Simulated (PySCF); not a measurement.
B3LYP has the VWN-RPA correlation part, as in Gaussian. Delta-SCF ions had no search for a lower state. Excitations are Tamm–Dancoff values on a coarser integration grid. The basis has no diffuse functions, so Rydberg states are missing or too high.

C$_{4}$H$_{8}$Si, SMILES `[SiH3]C1CCC=1` (charge 0, multiplicity 1)

These are B3LYP-D3(BJ)/def2-TZVP run with PySCF values and carry that method's errors.

The HOMO is -7.10 eV and the dipole moment is 0.99 D. The HOMO–LUMO gap comes out as 6.67 eV and the LUMO is -0.43 eV. The S1 excitation (TDA) is 6.42 eV and the S1 oscillator strength comes out as 0.000. The brightest of the four lowest singlets (TDA) is 6.93 eV. The T1 excitation (TDA) comes out as 4.10 eV and the S1–T1 gap (TDA) comes out as 2.31 eV. The vertical ionisation energy (Delta-SCF) comes out as 9.29 eV. The total energy comes out as -446.7793 Ha and the cost is about 5 core-minutes (a rough figure).

```xyz
13

Si     2.0835     0.4617     0.0912
C      0.2864     0.0100     0.0856
C     -0.4766    -0.7625     0.8774
C     -1.7613    -0.5322     0.1171
C     -0.8942     0.3733    -0.8205
H      2.7594    -0.2012     1.2316
H      2.2524     1.9312     0.2099
H      2.7324     0.0384    -1.1745
H     -0.2505    -1.3503     1.7594
H     -2.5504    -0.0105     0.6632
H     -2.1948    -1.4128    -0.3623
H     -0.8152     0.0257    -1.8522
H     -1.1711     1.4292    -0.8258
```
Charge 0, spin multiplicity 1.
